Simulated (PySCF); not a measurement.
Al(H)(NH2)2 (AlH5N2), SMILES [NH2][AlH][NH2].

Geometry: B3LYP-D3(BJ)/def2-TZVP. Other conformers were not sampled.

Method: TDDFT-CAM-B3LYP/def2-SVPD run with PySCF 2.14.0.

Vertical excitations. Gas-phase values at a fixed geometry. State labels are in the subgroup C2v.

```json
[
 {"state": "S1", "symmetry": "A2", "energy (eV)": "5.90", "λ (nm)": "210", "f": "0.000", "main pairs": "HOMO→LUMO 89 %"},
 {"state": "S2", "symmetry": "B1", "energy (eV)": "6.55", "λ (nm)": "189", "f": "0.136", "main pairs": "HOMO−1→LUMO 61 %, HOMO→LUMO+2 32 %"},
 {"state": "S3", "symmetry": "B2", "energy (eV)": "6.76", "λ (nm)": "183", "f": "0.092", "main pairs": "HOMO→LUMO+1 98 %"},
 {"state": "S4", "symmetry": "B1", "energy (eV)": "7.40", "λ (nm)": "168", "f": "0.011", "main pairs": "HOMO→LUMO+2 60 %, HOMO−1→LUMO 31 %"},
 {"state": "S5", "symmetry": "A1", "energy (eV)": "7.49", "λ (nm)": "166", "f": "0.068", "main pairs": "HOMO−1→LUMO+1 96 %"},
 {"state": "S6", "symmetry": "A2", "energy (eV)": "7.61", "λ (nm)": "163", "f": "0.000", "main pairs": "HOMO→LUMO+3 61 %, HOMO−1→LUMO+2 29 %"},
 {"state": "S7", "symmetry": "A2", "energy (eV)": "7.85", "λ (nm)": "158", "f": "0.000", "main pairs": "HOMO→LUMO+4 43 %, HOMO−1→LUMO+2 23 %, HOMO→LUMO+5 16 %, HOMO→LUMO+3 12 %"},
 {"state": "S8", "symmetry": "B1", "energy (eV)": "7.87", "λ (nm)": "158", "f": "0.074", "main pairs": "HOMO−2→LUMO+1 88 %"},
 {"state": "S9", "symmetry": "A2", "energy (eV)": "8.11", "λ (nm)": "153", "f": "0.000", "main pairs": "HOMO→LUMO+4 30 %, HOMO−1→LUMO+2 27 %, HOMO→LUMO+3 20 %, HOMO−1→LUMO+9 7 %"},
 {"state": "S10", "symmetry": "B1", "energy (eV)": "8.30", "λ (nm)": "149", "f": "0.012", "main pairs": "HOMO→LUMO+6 40 %, HOMO−1→LUMO+4 33 %, HOMO→LUMO+9 11 %"},
 {"state": "T1", "symmetry": "A2", "energy (eV)": "5.59", "λ (nm)": "222", "f": "0", "main pairs": "HOMO→LUMO 81 %"},
 {"state": "T2", "symmetry": "B2", "energy (eV)": "5.85", "λ (nm)": "212", "f": "0", "main pairs": "HOMO→LUMO+1 93 %"},
 {"state": "T3", "symmetry": "B1", "energy (eV)": "6.05", "λ (nm)": "205", "f": "0", "main pairs": "HOMO−1→LUMO 57 %, HOMO→LUMO+2 31 %"},
 {"state": "T4", "symmetry": "A1", "energy (eV)": "6.49", "λ (nm)": "191", "f": "0", "main pairs": "HOMO−1→LUMO+1 91 %"}
]
```
Triplets are in the Tamm–Dancoff approximation, which puts them higher than full response would, so one can lie above its singlet here.
